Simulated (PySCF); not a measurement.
Si(Br)(OH) (BrHOSi), SMILES Br[Si]O (connectivity only; charge and spin as stated), neutral, multiplicity 1. Geometry optimised at B3LYP-D3(BJ)/def2-TZVP. The values are those of a single conformer.

TDA-LC-ωPBE/def2-SVPD (PySCF) puts the lowest singlet excitations at 4.31, 5.66, 6.03, 6.69, 7.11, 7.62 eV.

Q: What are the lowest excitation roots from ADC(2)/aug-cc-pVDZ (PySCF)? (Estimate from the structure and the level; the computed values follow.)

A: 4.14, 5.36, 5.57, 5.97, 6.61, 6.96 eV. S1 differs by -0.17 eV (second minus first; roots are paired by order, and the bases may differ).
